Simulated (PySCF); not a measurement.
A structure optimised at r2SCAN-D4/def2-SVP, used in a PySCF frequency run:

```
C
C 1 1.3356
H 2 1.0954 1 120.87
H 2 1.0976 3 116.78 1 180.00
C 1 1.5345 2 131.00 3 180.00
H 5 1.1075 1 114.52 2 -63.31
H 5 1.1075 6 108.75 1 -129.53
N 5 1.4749 6 114.13 7 -128.68
H 8 1.0123 5 125.17 6 62.96
B 8 1.4255 9 140.79 5 180.00
O 10 1.3586 8 134.55 9 0.00
H 11 0.9646 10 113.42 8 0.00
```

### Question
Write its SMILES, formula and point group.

### Answer
C=C1CNB1O, C3H6BNO, Cs

### Question
What are its rotational constants (standard atomic weights)?

### Answer
5.3823, 3.5039, 2.1518 GHz
